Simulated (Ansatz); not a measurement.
Program: Ansatz. Geometries: PBE0-D4/def2-TZVP. ΔE: electronic, gas phase. CBS: MP2 limit from def2 TZ/QZ plus the TZ coupled-cluster correction, frozen cores. This one scheme is used for every species, atoms too. DFT in def2-TZVPP. HSE06 is defined as in plane-wave codes. Open shells (•) are unrestricted, without spin–orbit coupling. Spin–orbit coupling would lower the free atoms: a little for C, O, Si. One conformer a species, not always the lowest.

Reaction (atomization): `O=CO[SiH2][SiH3]` → C• + 6 H• + 2 O• + 2 Si•

```json
{"species": "`O=CO[SiH2][SiH3]`", "HSE06-D4 energy (Eh)": "-770.81248"}
{"species": "C•", "HSE06-D4 energy (Eh)": "-37.80300"}
{"species": "H•", "HSE06-D4 energy (Eh)": "-0.50075"}
{"species": "O•", "HSE06-D4 energy (Eh)": "-75.01518"}
{"species": "Si•", "HSE06-D4 energy (Eh)": "-289.24299"}
```

(1) Work out ΔE.

Largest T1 diagnostic among the species: 0.016.

## Answers

(1) ΔE = 6 × (-0.50075) + 2 × (-75.01518) + 2 × (-289.24299) + (-37.80300) − (-770.81248) = 1.48864 Eh = +3908.4 kJ/mol. CCSD(T)/CBS gives +3939.0 kJ/mol.

Leaving LDA and LC-ωPBE aside and taking each functional with its dispersion term where it has one, the values, not all of them listed here, spread over 184.4 kJ/mol, from BHLYP-D4 to PBE-D4. LDA lies +536.7 kJ/mol from PBE without D4, its usual overbinding. From PBE to PBE0 (25 % exact exchange), in def2-TZVPP and without D4, ΔE moves by −80.4 kJ/mol: exact exchange takes away binding that semilocal exchange gives to molecules.

For atomizations the MP2-based limit and the directly extrapolated one differ by several kJ/mol either way, and by 10 to 25 for some Ge, Se and Sn compounds, so smaller differences from it don't rank the levels.
